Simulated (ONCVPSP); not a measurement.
Pb: one change to an ONCV potential, before and after

```json
{
 "Element": "lead (Pb)",
 "Generator": "ONCVPSP 4.0.1",
 "Type": "optimised norm-conserving Vanderbilt (ONCV)",
 "Functional": "LDA (Perdew-Zunger)",
 "Relativity": "scalar-relativistic",
 "Frozen core": "[Kr] 4d10 4f14",
 "Valence charge": "22",
 "Reference configuration": "5s2 5p6 5d10 6s1.5 6p2.5",
 "Partial waves": "5s+6s: rc 1.40 bohr, ncon 4, nbas 7, qcut 7.6 1/bohr, 2 projectors; 5p+6p: rc 1.50 bohr, ncon 3, nbas 7, qcut 9.1 1/bohr, 3 projectors, debl 1.4 Ha; 5d: rc 1.30 bohr, ncon 5, nbas 9, qcut 6.2 1/bohr, 1 projector",
 "Local potential": "polynomial inside 0.90 bohr (lpopt 5, dvloc0 3 Ha)",
 "Core correction": "Teter function, parameters optimised by the program"
}
```

All-electron outer shells of the reference configuration (LDA (Perdew-Zunger), scalar-relativistic, ld1.x):

```
shell  level (eV)  outermost node (bohr)  outermost maximum (bohr)
   4d     -402.88                   0.19                      0.39
   5s     -145.35                   0.45                      0.78
   4f     -134.19                      –                      0.35
   5p      -86.87                   0.49                      0.88
   5d      -22.15                   0.52                      1.07
   6s      -12.90                   1.01                      1.95
   6p       -4.07                   1.18                      2.60
```

Change: s: qcut 5; p: qcut 6; d: qcut 4.1.

Cutoffs: the cutoffs (Ha) at which the residual kinetic energy of the hardest occupied pseudo-wave falls to 1 and 0.1 mHa per electron; they do not see the model core or the augmentation charge, which bear on the density cutoff. Errors are all-electron minus pseudo energies relative to the spin-unpolarised reference configuration.

Problem. Predict the effect on cutoff, ghosts and configuration errors.

Solution. The potential gets harder (35 Ha and 75 Ha → 133 Ha and 166 Ha); of the 4 tests that both files solve, the error grows in 1 and shrinks in 1 by more than 15 % and 0.3 meV (median size 4.4 → 5.4 meV); neither file shows a bound ghost.

```csv
quantity,base,changed
"cutoff, loose",35 Ha,133 Ha
"cutoff, tight",75 Ha,166 Ha
loose cutoff by channel,"s 26 Ha, p 18 Ha, d 35 Ha","s 57 Ha, p 17 Ha, d 133 Ha"
bound ghosts,none,none
GHOST(+) flags under 300 eV,s at 55.0 eV,s at 41.4 eV
"error for 5s2 5p6 5d10 6s2 6p2, meV [ΔE -4.36 eV]",+0.4,+0.1
"error for 5s2 5p6 5d10 6s2 6p1, meV [ΔE 2.47 eV]",-2.3,-2.5
"error for 5s2 5p6 5d10 6s2 6p0, meV [ΔE 16.24 eV]",-8.4,-8.2
"error for 5s2 5p6 5d9 6s2 6p3, meV [ΔE 14.87 eV]",-6.5,-8.5
s: phases at 1.42 bohr within 0.05 rad from the reference energy up to (Ha; the scan ends near 5),1.6,0.9
p: phases at 1.53 bohr within 0.05 rad from the reference energy up to (Ha; the scan ends near 5),to the end of the scan,to the end of the scan
d: phases at 1.32 bohr within 0.05 rad from the reference energy up to (Ha; the scan ends near 5),4.1,4.4
"rms error of d²Exc/dni dnj with the model core, mHa",0.18,0.47
```
